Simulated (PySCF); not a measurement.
PBE0 on K⁻ (potassium, charge -1), [Ar] 4s2, closed-shell 1S. Calculation: PySCF 2.14, in aug-cc-pVQZ-X2C; the spin-free X2C one-electron Hamiltonian (Gaussian nucleus).

```
cycle= 1 E= -602.080171438185  delta_E= -0.00241  |g|= 0.00747  |ddm|= 2.66
cycle= 2 E= -602.080266278386  delta_E= -9.48e-05  |g|= 0.00249  |ddm|= 0.52
cycle= 3 E= -602.080275429019  delta_E= -9.15e-06  |g|= 0.000171  |ddm|= 0.0924
cycle= 4 E= -602.080275665008  delta_E= -2.36e-07  |g|= 4.56e-05  |ddm|= 0.0168
cycle= 5 E= -602.080275683387  delta_E= -1.84e-08  |g|= 4.78e-06  |ddm|= 0.00519
cycle= 6 E= -602.08027568351  delta_E= -1.23e-10  |g|= 6.08e-07  |ddm|= 0.00101
converged SCF energy = -602.08027568351  <S^2> = -5.3290705e-15  2S+1 = 1
```

Highest occupied orbital energy: 0.377 eV; ⟨L²⟩ = 0.00; populations by l: s 8.00, p 12.00, d 0.00, f 0.00.

**Question.** Can this result be used?

**Answer.** With care. The run converged. At PBE0 the highest occupied level has a positive energy, so only the finite basis holds that electron; in a semilocal or global hybrid functional this comes from self-interaction and does not mean that the real anion is unbound.
